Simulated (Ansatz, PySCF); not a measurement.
Gas-phase reaction 4 R1 + R2 → P1 + P2 + 2 P3 + P4, each structure at its B3LYP-D3(BJ)/def2-TZVP stationary point, reached from a drawn start (curvature not checked).
P1, CH4 (SMILES C) (charge 0, multiplicity 1):
| atom | x (Å) | y (Å) | z (Å) |
|---|---|---|---|
| C | 0.0000 | 0.0000 | 0.0000 |
| H | 0.6289 | 0.6289 | 0.6289 |
| H | -0.6289 | -0.6289 | 0.6289 |
| H | 0.6289 | -0.6289 | -0.6289 |
| H | -0.6289 | 0.6289 | -0.6289 |
R1: H2 (SMILES [H][H]), charge 0, multiplicity 1.
P2: HCl (SMILES Cl), charge 0, multiplicity 1.
P3: HF (SMILES F), charge 0, multiplicity 1.
P4: SiH4 (SMILES [SiH4]), charge 0, multiplicity 1.
R2: CH3ClF2Si (SMILES C[Si](F)(F)Cl), charge 0, multiplicity 1.

P less R. No zero-point or thermal terms.

Frozen-core correlation throughout.

Run with Ansatz (Gaussian basis) for Hartree–Fock, density functionals and correlated methods; PySCF for the D3/D4 terms. All values are computed, each at the level named.

Question: What reaction energy does CCSD(T)/cc-pV(T+d)Z give?

Answer: 3.21 eV

Question: Predict the reaction energy from CAM-B3LYP/def2-TZVPP.

Answer: 3.16 eV

Question: Predict the reaction energy from CAM-B3LYP-D4/def2-TZVPP.

Answer: 3.26 eV

Ansatz is a program for electronic structure.
